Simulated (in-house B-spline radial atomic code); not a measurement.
Radial electron density of Sm2+, [Xe] 4f6. Method: scalar-relativistic (X2C) LDA PW92, spin-polarised, spherical fractional occupations, Fermi nucleus of rms radius 5.0819 fm. Calculated with an all-electron radial atomic-structure program (B-spline basis).

One-electron X2C: radii and densities carry no picture-change correction, so inner-shell <1/r> comes out high (for 1s by about 2 % at Z = 33, 5 % at 54, 10 % at 75, 30 % at 118) and <r> low.

Columns: r (bohr), 4πr²n(r) (electrons per bohr), bar.

```
0.000603    2.612 #
0.000743    3.576 #
0.000915    4.875 ##
 0.00113    6.643 ###
 0.00139    8.951 ####
 0.00171    11.98 #####
 0.00211    15.98 ######
  0.0026    21.04 #########
  0.0032    27.31 ###########
 0.00394    34.92 ##############
 0.00486    43.84 ##################
 0.00598    53.59 ######################
 0.00737    63.68 ##########################
 0.00908    72.94 ##############################
  0.0112    80.05 ################################
  0.0138    83.55 ##################################
   0.017    82.76 ##################################
  0.0209    78.51 ################################
  0.0258    73.49 ##############################
  0.0318    72.24 #############################
  0.0391    78.33 ################################
  0.0482    91.43 #####################################
  0.0594    104.8 ##########################################
  0.0731    108.6 ############################################
  0.0901    98.97 ########################################
   0.111    84.89 ##################################
   0.137    81.45 #################################
   0.168    90.56 #####################################
   0.208    94.42 ######################################
   0.256    76.64 ###############################
   0.315    49.63 ####################
   0.388    38.03 ###############
   0.478    43.08 #################
   0.589    44.11 ##################
   0.726    32.85 #############
   0.894    19.86 ########
     1.1    12.97 #####
    1.36    9.872 ####
    1.67    6.943 ###
    2.06    3.715 ##
    2.54    1.429 #
    3.13    0.381 
    3.85  0.06912 
    4.74 0.008319 
    5.84 0.0006905
```

On this grid the curve has 4 maxima, near 0.0138, 0.0731, 0.208, 0.589 bohr.

The 5p down radial function P(r) = rR(r), positive near the nucleus:

```csv
r (bohr),P
0.000915,0.0009441
0.00139,0.001819
0.00211,0.003554
0.0032,0.006995
0.00486,0.01379
0.00737,0.02679
0.0112,0.05068
0.017,0.09054
0.0258,0.1469
0.0391,0.2007
0.0594,0.195
0.0901,0.05029
0.137,-0.2068
0.208,-0.2781
0.315,0.09993
0.478,0.4516
0.726,0.02713
1.1,-0.7157
1.67,-0.8475
2.54,-0.4291
3.85,-0.09278
5.84,-0.006277
```
